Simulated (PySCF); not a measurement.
PySCF input (BP86/def2-SVP):

```python
from pyscf import gto, dft

mol = gto.M(
    atom='''
    C    -1.61393400   -0.66138100   -0.34586500
    Ge   -0.00008400    0.34663400    0.15401900
    C     1.61426200   -0.69931600   -0.25873100
    H    -2.51225300   -0.08755500   -0.11983100
    H    -1.60267300   -0.88330000   -1.41320500
    H    -1.65476800   -1.60188800    0.20401500
    H    -0.03705900    0.66923800    1.66435000
    H     0.03649000    1.68374600   -0.61885300
    H     1.60328300   -1.64017500    0.29195500
    H     2.51231000   -0.14660000    0.01578900
    H     1.65537800   -0.92158600   -1.32526600
    ''',
    basis='def2-svp',
    charge=0,
    spin=0,
    verbose=4,
)

mf = dft.RKS(mol, xc='bp86')
mf.grids.level = 3
mf.conv_tol = 1e-9
mf.max_cycle = 100
mf.max_memory = 1500
mf.kernel()
if not mf.converged:
    mf = mf.newton()
    mf.kernel(mf.make_rdm1())
mf.dip_moment()
```

Output:

```
PySCF version 2.14.0

[INPUT] verbose = 4
[INPUT] num. atoms = 11
[INPUT] num. electrons = 52
[INPUT] charge = 0
[INPUT] spin (= nelec alpha-beta = 2S) = 0
[INPUT] symmetry False subgroup None
[INPUT] Mole.unit = angstrom
[INPUT] Symbol           X                Y                Z      unit          X                Y                Z       unit  Magmom
[INPUT]  1 C     -1.613934000000  -0.661381000000  -0.345865000000 AA   -3.049893243124  -1.249828953991  -0.653590126073 Bohr   0.0
[INPUT]  2 Ge    -0.000084000000   0.346634000000   0.154019000000 AA   -0.000158736994   0.655043325462   0.291053727979 Bohr   0.0
[INPUT]  3 C      1.614262000000  -0.699316000000  -0.258731000000 AA    3.050513073293  -1.321515714526  -0.488930729935 Bohr   0.0
[INPUT]  4 H     -2.512253000000  -0.087555000000  -0.119831000000 AA   -4.747470125617  -0.165454970836  -0.226447771233 Bohr   0.0
[INPUT]  5 H     -1.602673000000  -0.883300000000  -1.413205000000 AA   -3.028613037235  -1.669195085828  -2.670570407866 Bohr   0.0
[INPUT]  6 H     -1.654768000000  -1.601888000000   0.204015000000 AA   -3.127058319694  -3.027129602227   0.385532475303 Bohr   0.0
[INPUT]  7 H     -0.037059000000   0.669238000000   1.664350000000 AA   -0.070031360450   1.264676532152   3.145165675420 Bohr   0.0
[INPUT]  8 H      0.036490000000   1.683746000000  -0.618853000000 AA    0.068956106285   3.181818803332  -1.169462681365 Bohr   0.0
[INPUT]  9 H      1.603283000000  -1.640175000000   0.291955000000 AA    3.029765770171  -3.099481546359   0.551714990697 Bohr   0.0
[INPUT] 10 H      2.512310000000  -0.146600000000   0.015789000000 AA    4.747577840006  -0.277033849861   0.029836885781 Bohr   0.0
[INPUT] 11 H      1.655378000000  -0.921586000000  -1.325266000000 AA    3.128211052630  -1.741545140233  -2.504389782198 Bohr   0.0

nuclear repulsion = 203.032030949425
number of shells = 48
number of NR pGTOs = 178
number of NR cGTOs = 100
basis = def2-svp
ecp = {}

******** <class 'pyscf.dft.rks.RKS'> ********
method = RKS
initial guess = minao
damping factor = 0
level_shift factor = 0
DIIS = <class 'pyscf.scf.diis.CDIIS'>
diis_start_cycle = 1
diis_space = 8
diis_damp = 0
SCF conv_tol = 1e-09
SCF conv_tol_grad = None
SCF max_cycles = 100
direct_scf = True
direct_scf_tol = 1e-13
XC library pyscf.dft.libxc version 7.1.2
    S. Lehtola, C. Steigemann, M. J. T. Oliveira, and M. A. L. Marques,  SoftwareX 7, 1–5 (2018)
XC functionals = bp86
    A. D. Becke,  Phys. Rev. A 38, 3098 (1988)
    J. P. Perdew,  Phys. Rev. B 33, 8822 (1986)
    J. P. Perdew,  Phys. Rev. B 34, 7406–7406 (1986)
radial grids:
    Treutler-Ahlrichs [JCP 102, 346 (1995); DOI:10.1063/1.469408] (M4) radial grids

becke partition: Becke, JCP 88, 2547 (1988); DOI:10.1063/1.454033
pruning grids: <function nwchem_prune>
grids dens level: 3
symmetrized grids: False
atomic radii adjust function: <function treutler_atomic_radii_adjust>
small_rho_cutoff = 0
Set gradient conv threshold to 3.16228e-05
Initial guess from minao.
tot grids = 127344
init E= -2157.17739445286
  HOMO = -0.334530883740291  LUMO = -0.0133107267968898  gap/eV = 8.74085
cycle= 1 E= -2157.87419154826  delta_E= -0.697  |g|= 0.718  |ddm|= 3.06
  HOMO = -0.198094742926695  LUMO = 0.0459911766197862  gap/eV = 6.64192
cycle= 2 E= -2157.72449036275  delta_E= 0.15  |g|= 1.07  |ddm|= 1.46
  HOMO = -0.267675947796284  LUMO = 0.0316683827740012  gap/eV = 8.14557
cycle= 3 E= -2157.97147345079  delta_E= -0.247  |g|= 0.0728  |ddm|=    1
  HOMO = -0.265633183234172  LUMO = 0.0328717573617577  gap/eV = 8.12273
cycle= 4 E= -2157.97320557639  delta_E= -0.00173  |g|= 0.0216  |ddm|= 0.108
  HOMO = -0.268338037449871  LUMO = 0.0312666493586215  gap/eV = 8.15266
cycle= 5 E= -2157.9732826878  delta_E= -7.71e-05  |g|= 0.00624  |ddm|= 0.022
  HOMO = -0.267675668672107  LUMO = 0.0315510009112467  gap/eV = 8.14237
cycle= 6 E= -2157.97329321918  delta_E= -1.05e-05  |g|= 0.000781  |ddm|= 0.00894
  HOMO = -0.267733525655487  LUMO = 0.031552790606703  gap/eV = 8.14400
cycle= 7 E= -2157.97329341048  delta_E= -1.91e-07  |g|= 9.26e-05  |ddm|= 0.00101
  HOMO = -0.26773561229728  LUMO = 0.0315460418768794  gap/eV = 8.14387
cycle= 8 E= -2157.97329341359  delta_E= -3.11e-09  |g|= 1.78e-05  |ddm|= 0.000168
  HOMO = -0.267737855762969  LUMO = 0.0315447246067971  gap/eV = 8.14389
cycle= 9 E= -2157.97329341369  delta_E= -1.03e-10  |g|= 4.17e-06  |ddm|= 2.74e-05
  HOMO = -0.267738769343732  LUMO = 0.0315441103852099  gap/eV = 8.14390
Extra cycle  E= -2157.97329341368  delta_E= 9.09e-12  |g|= 4.12e-06  |ddm|= 1.04e-05
converged SCF energy = -2157.97329341368
Dipole moment(X, Y, Z, Debye):  0.00017, -0.69825, -0.31025
```

The geometry given is a B3LYP-D3(BJ)/def2-TZVP minimum.
